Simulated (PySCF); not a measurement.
# SMILES N#CC1=C=CCCCCC1, C₉H₁₁N

Cartesian coordinates in Å; atom numbers follow the order of the lines, from 1:
```xyz
21

N     1.568    3.918    1.488
C     1.252    3.003    0.848
C     0.912    1.857    0.061
C    -0.304    1.660   -0.412
C    -1.386    1.051   -0.818
C    -1.944   -0.082    0.012
C    -1.078   -1.341   -0.139
C     0.387   -1.222    0.310
C     1.386   -0.539   -0.653
C     1.968    0.788   -0.171
H    -1.806    1.256   -1.810
H    -2.979   -0.303   -0.291
H    -1.975    0.213    1.072
H    -1.556   -2.142    0.449
H    -1.107   -1.683   -1.189
H     0.742   -2.249    0.493
H     0.421   -0.727    1.297
H     2.238   -1.215   -0.830
H     0.918   -0.393   -1.640
H     2.495    0.642    0.788
H     2.727    1.155   -0.882
```

Level of theory: PySCF 2.14.0, quadratic response CAM-B3LYP/aug-cc-pVDZ first hyperpolarisability, Taylor convention, gas phase. Geometry: PBE0-D3(BJ)/def2-SVP.

Problem. Give the tensor of the second harmonic β(−2ω;ω,ω) at 1907 nm in the axes of these coordinates.

Solution. In au, Taylor convention; rows are the first index (the induced dipole):
|  | xx | yy | zz | xy | xz | yz |
| --- | --- | --- | --- | --- | --- | --- |
| x | +83.7 | -25.2 | +12.7 | -7.9 | +41.3 | -25.0 |
| y | -6.2 | -89.2 | -6.9 | -24.5 | -24.2 | -41.7 |
| z | +41.6 | -42.0 | +22.2 | -24.7 | +12.4 | -7.4 |

Norm of βᵢ = ⅓ Σⱼ (βᵢⱼⱼ + βⱼᵢⱼ + βⱼⱼᵢ): 127.9 au, hyper-Rayleigh value 65.5 au.
